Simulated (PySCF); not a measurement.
A structure optimised at r2SCAN-D4/def2-SVP, used in a PySCF frequency run:

```
C
C 1 1.5276
O 2 1.2087 1 125.94
O 2 1.3503 3 122.62 1 -179.96
C 4 1.4272 2 115.35 3 0.01
H 5 1.0965 4 106.13 2 179.89
H 5 1.1005 6 110.53 4 120.05
H 5 1.1005 6 110.52 7 119.91
C 1 1.5292 2 108.59 3 0.24
H 9 1.1001 1 111.10 2 -59.71
H 9 1.1002 10 107.39 1 -121.67
H 9 1.1015 10 108.63 11 -117.30
C 1 1.5384 2 108.78 3 120.53
H 13 1.0997 1 111.16 2 60.92
H 13 1.1021 14 108.36 1 122.42
H 13 1.1021 14 108.49 15 116.87
C 1 1.5385 2 108.72 3 -120.00
H 17 1.0998 1 111.16 2 -60.95
H 17 1.1021 18 108.36 1 -122.41
H 17 1.1021 18 108.49 19 -116.87
```
Charge 0, spin multiplicity 1.

**Question.** Write its SMILES and formula.

**Answer.** COC(=O)C(C)(C)C, C6H12O2

**Question.** What are its rotational constants (standard atomic weights)?

**Answer.** 3.1453, 1.5085, 1.3263 GHz
